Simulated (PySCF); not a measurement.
## As: excitation energy

As [Ar] 3d10 4s2 4p3 (4S) → As [Ar] 3d10 4s1 4p4 (4P), as a difference of total energies. All numbers are calculated (PySCF 2.14, scalar relativity by spin-free X2C-1e, in x2c-QZVPPall (11s8p5d4f1g, 97 functions)). Correlated levels: valence: [Ar] 3d10 frozen; valence and next inner shell: [Ne] frozen. The calculations carry no spin-orbit coupling.

```
                                method  excitation energy (eV)
                                   UHF                   8.586
                                   LDA                   9.242
                                   PBE                   9.099
                                  PBE0                   9.035
                                r2SCAN                   8.796
                               wB97M-V                   9.175
                                 wB97X                   9.407
                                   M06                   9.459
                                 M06-L                   9.063
                                  ROHF                   8.746
                         MP2 (valence)                   8.693
                     SCS-MP2 (valence)                   8.715
    MP2 (valence and next inner shell)                   9.046
SCS-MP2 (valence and next inner shell)                   8.997
```

Problem. How much does correlation contribute at MP2 (valence and next inner shell)?

Solution. 9.046 − (8.586) = 0.460 eV, measured against UHF.

A first-order spin-orbit estimate (lowest level to lowest level, LS coupling) adds -0.091 eV.
